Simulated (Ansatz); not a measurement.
Geometry optimisation, DFT LDA, scalar-relativistic, plane waves, PAW (Ansatz 0.2.0).

input.yaml

```yaml
accuracy: low
crystal:
  lattice:
    - [6.979532, 0.0, 0.0]
    - [0.0, 6.979532, 0.0]
    - [0.0, 0.0, 6.979532]
  atoms:
    - { symbol: F, position: [0.7062384, 0.4365741, 0.4718972] }
    - { symbol: H, position: [0.594574, 0.3720908, 0.4361683] }
    - { symbol: F, position: [0.5422225, 0.8536115, 0.2706488] }
    - { symbol: H, position: [0.5680147, 0.8708122, 0.1404855] }
    - { symbol: F, position: [0.0374301, 0.587122, 0.5683891] }
    - { symbol: H, position: [0.0409604, 0.5515158, 0.4394577] }
    - { symbol: F, position: [0.1313087, 0.1418708, 0.1253585] }
    - { symbol: H, position: [0.1559714, 0.1068301, -0.001399] }
    - { symbol: F, position: [0.9444679, 0.1267932, 0.3885076] }
    - { symbol: H, position: [0.8134895, 0.1482934, 0.405418] }
    - { symbol: F, position: [0.9848088, 0.5889701, 0.0459636] }
    - { symbol: H, position: [0.9320084, 0.4689357, 0.0193658] }
    - { symbol: F, position: [0.6859791, 0.8179514, 0.701746] }
    - { symbol: H, position: [0.6975757, 0.7643902, 0.8238128] }
    - { symbol: F, position: [0.9860725, 0.8965691, 0.6884243] }
    - { symbol: H, position: [0.9449351, 1.0221404, 0.7094755] }
    - { symbol: F, position: [0.3950001, 0.3999901, 0.7050209] }
    - { symbol: H, position: [0.4023877, 0.3062913, 0.6097868] }
    - { symbol: F, position: [0.4064331, 0.9531607, 0.6180673] }
    - { symbol: H, position: [0.4883164, 1.0182625, 0.7014967] }
basis:
  ecutwfc: 420.0
kpoints:
  mp_grid: { grid: [1, 1, 1] }
hamiltonian:
  xc: lda
scf:
  occupations: { method: fermi_dirac, width: 0.05 }
  lower_state_search: "off"
relax:
  f_tol: 0.3
  max_steps: 15
  adjacent_minimum: "off"
output:
  write_density: true
  write_potential: true
  elf: true
  volumetric_format: npy
```

Run as:

```bash
$ ansatz run input.yaml --threads 1 --pin off --max-ram 3072MiB --backend cpu --events-out ev --progress --plain --runs-dir out
```

Question: Where does it end, and by what steps?

Answer: The forces met the threshold. The threshold is loose, so the end isn't yet a minimum. The force dipped under the threshold on the way, but the program's further checks kept it going. Limits of this set-up: coarse k mesh, low accuracy level. After 15 steps the energy has fallen by 5.996 eV; F7 moved furthest, 1.32 Å.

| step | energy less start (eV) | largest force component (eV/Å) | accepted |
| --- | --- | --- | --- |
| 0 | 0.0000 | 1.355 | yes |
| 1 | -0.8496 | 1.395 | yes |
| 2 | -1.5402 | 2.100 | yes |
| 3 | -2.3969 | 2.426 | yes |
| 4 | -3.2332 | 1.696 | yes |
| 5 | -3.9264 | 1.113 | yes |
| 6 | -4.4762 | 1.382 | yes |
| 7 | -4.9432 | 1.222 | yes |
| 8 | -5.3167 | 0.669 | yes |
| 9 | -5.5147 | 0.641 | yes |
| 10 | -5.6342 | 0.634 | yes |
| 11 | -5.7744 | 0.252 | yes |
| 12 | -5.7744 | 0.252 | yes |
| 13 | -5.8667 | 0.507 | yes |
| 14 | -5.9378 | 0.459 | yes |
| 15 | -5.9963 | 0.289 | yes |

```xyz
20
Lattice="6.9795 0.0000 0.0000 0.0000 6.9795 0.0000 0.0000 0.0000 6.9795" Properties=species:S:1:pos:R:3
F 5.344 2.598 3.020
H 4.402 2.456 3.603
F 4.274 6.250 2.151
H 4.652 5.564 1.619
F -0.425 4.763 3.703
H -0.835 3.995 3.299
F 0.455 1.615 -0.196
H 0.084 0.912 -0.757
F 6.716 0.734 3.107
H 6.089 1.574 3.027
F 6.176 3.616 0.627
H 6.649 2.853 0.273
F 4.541 5.631 5.371
H 5.464 6.047 5.274
F 6.537 6.891 5.236
H 6.661 7.229 4.189
F 3.448 2.293 4.248
H 3.207 1.255 4.441
F 2.888 7.098 4.686
H 3.647 6.420 4.972
```

Run time: 25 s on 1 thread of Arm Neoverse V1, on a shared host, peak memory 0.34 GiB.
